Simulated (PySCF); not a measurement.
Electrostatic solvation of a mixed set.

All values: CAM-B3LYP/def2-SVPD (PySCF, non-relativistic), each on one gas-phase PBE0-D3(BJ)/def2-SVP geometry that isn't relaxed in the solvent. The solvent is an IEF-PCM continuum (van der Waals radii × 1.2). The model holds no explicit solvent molecules, cavitation or dispersion. Spin–orbit coupling is left out although an atom past zinc is present.

Question: Order them by E(solvent) − E(gas) in chloroform (ε = 4.711), most negative first (kcal/mol).
A. `[SH][GeH3]`
B. `[SiH3]c1ccc([SiH3])cc1`
C. `[CH3:1][C:2]1=[CH:3][CH2:4][C@H:5]([C:6]#[N:7])[CH2:8]1` with C2–C3–C4–C5 -16°, C3–C4–C5–C6 150°, C4–C5–C8–C2 -24°, C1–C2–C8–C5 -167°

Answer: C (-5.1), A (-1.7), B (-1.3).

```
                SMILES  charge  ΔE (kcal/mol)  polarisation term (kcal/mol)  HOMO shift (eV)  dipole gas (D)  dipole solvent (D)  atoms  lowest singlet, gas (eV)  lowest singlet, solvent (eV)
    CC1=CC[C@H](C#N)C1       0           -5.1                          -5.9            +0.29            4.49                5.30     17                      6.54                          6.50
            [SH][GeH3]       0           -1.7                          -1.9             0.00            1.38                1.77      6                      5.67                          5.75
[SiH3]c1ccc([SiH3])cc1       0           -1.3                          -1.4            +0.07            0.02                0.02     18                      5.22                          5.21
```

The polarisation term is half the interaction of the solute with the induced surface charges. Singlets are vertical TDDFT energies (frozen core, non-equilibrium response), the lowest in each medium.
